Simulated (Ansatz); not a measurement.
Geometry optimisation, RKS B3LYP-D4/STO-3G in Ansatz 0.2.0.

input.yaml

```yaml
crystal:
  periodic: [false, false, false]
  atoms:
    - { symbol: C, position_ang: [1.0477, -2.2218, 1.2744] }
    - { symbol: C, position_ang: [1.1571, -1.0964, 0.2101] }
    - { symbol: O, position_ang: [0.0099, -0.2157, 0.2856] }
    - { symbol: Si, position_ang: [0.0582, 1.1016, -0.737] }
    - { symbol: F, position_ang: [0.3448, 0.5509, -2.2222] }
    - { symbol: Si, position_ang: [-2.0957, 2.1189, -0.7028] }
    - { symbol: H, position_ang: [1.8651, -2.8755, 1.2363] }
    - { symbol: H, position_ang: [0.1074, -2.7151, 1.0977] }
    - { symbol: H, position_ang: [0.946, -1.7198, 2.3059] }
    - { symbol: H, position_ang: [1.2082, -1.5573, -0.7582] }
    - { symbol: H, position_ang: [2.0838, -0.5465, 0.4173] }
    - { symbol: H, position_ang: [1.062, 2.0595, -0.3086] }
    - { symbol: H, position_ang: [-2.4748, 2.635, 0.6459] }
    - { symbol: H, position_ang: [-3.2029, 1.1745, -1.0938] }
    - { symbol: H, position_ang: [-2.1385, 3.257, -1.6211] }
basis:
  gaussian: { orbitals: STO-3G }
hamiltonian:
  xc: b3lyp
  dispersion: d4
relax:
  f_tol: 0.02
  max_steps: 40
scf:
  lower_state_search: "off"
```

Command:

```bash
$ ansatz run input.yaml --threads 1 --pin off --max-ram 2048MiB --backend cpu --events-out ev --progress --plain --runs-dir out
```

**Question.** Where does it end, and by what steps?

**Answer.** It converged. The force dipped under the threshold on the way, but the program's further checks kept it going. Limits of this set-up: minimal basis. After 10 steps the energy has fallen by 0.528 eV; H11 moved furthest, 0.31 Å.

| step | energy less start (eV) | largest force component (eV/Å) | accepted |
| --- | --- | --- | --- |
| 0 | 0.0000 | 3.297 | yes |
| 1 | -0.4589 | 0.732 | yes |
| 2 | -0.5030 | 0.425 | yes |
| 3 | -0.5183 | 0.141 | yes |
| 4 | -0.5213 | 0.060 | yes |
| 5 | -0.5255 | 0.055 | yes |
| 6 | -0.5263 | 0.130 | yes |
| 7 | -0.5275 | 0.041 | yes |
| 8 | -0.5278 | 0.015 | yes |
| 9 | -0.5278 | 0.022 | yes |
| 10 | -0.5279 | 0.013 | yes |

```xyz
15
Properties=species:S:1:pos:R:3
C 0.999 -2.193 1.281
C 1.138 -1.008 0.277
O -0.149 -0.310 0.213
Si -0.068 1.041 -0.853
F 0.224 0.467 -2.369
Si -2.053 2.126 -0.660
H 1.951 -2.742 1.355
H 0.215 -2.888 0.943
H 0.727 -1.817 2.279
H 1.447 -1.413 -0.717
H 1.963 -0.338 0.620
H 1.072 1.882 -0.500
H -2.229 2.605 0.692
H -3.167 1.268 -0.986
H -2.094 3.268 -1.544
```

Whether the end is a true minimum wasn't checked by a vibrational analysis.

Time of the run: 54 s on 1 thread of Intel(R) Xeon(R) Platinum 8259CL CPU @ 2.50GHz (Skylake/Cascade Lake) (shared host), peak memory 0.16 GiB.
